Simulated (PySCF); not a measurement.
Energy of Ni²⁺ (nickel, charge +2) between two integer charges

The 3d beta orbital of [Ar] 3d8 is emptied in steps (occupation f), with all orbitals relaxed, ending at [Ar] 3d7. All numbers are calculated (PySCF 2.14, the non-relativistic Hamiltonian (point nucleus), in aug-cc-pVTZ). The exact energy is a straight line in f; departures are measured from the line between the end points of the same method.

Problem. Among PBE0, r2SCAN, LC-wPBE, which shows the largest delocalisation error (convex curve), and which is closest to linear?

Solution. Most convex: r2SCAN (-1.930 eV at f = 0.4); closest to linear: LC-wPBE (-0.813 eV).

```json
{"f": "1", "PBE0 (eV)": "0.000", "r2SCAN (eV)": "0.000", "LC-wPBE (eV)": "0.000"}
{"f": "0.8", "PBE0 (eV)": "-0.906", "r2SCAN (eV)": "-1.281", "LC-wPBE (eV)": "-0.526"}
{"f": "0.6", "PBE0 (eV)": "-1.369", "r2SCAN (eV)": "-1.927", "LC-wPBE (eV)": "-0.801"}
{"f": "0.4", "PBE0 (eV)": "-1.378", "r2SCAN (eV)": "-1.930", "LC-wPBE (eV)": "-0.813"}
{"f": "0.2", "PBE0 (eV)": "-0.924", "r2SCAN (eV)": "-1.287", "LC-wPBE (eV)": "-0.549"}
{"f": "0", "PBE0 (eV)": "0.000", "r2SCAN (eV)": "0.000", "LC-wPBE (eV)": "0.000"}
```

```csv
method,E(f=0) − E(f=1) (eV),−ε at f=1 (eV),−ε at f=0.4 (eV)
PBE0,35.946,30.327,37.052
r2SCAN,36.062,28.084,37.662
LC-wPBE,36.273,33.039,36.895
```

Reference removal energy between the ground levels: 35.187 ± 0.019 eV (measured; NIST Atomic Spectra Database, ionization energies). The calculation has no spin-orbit coupling. The determinant left behind need not be the lowest term of the ion.
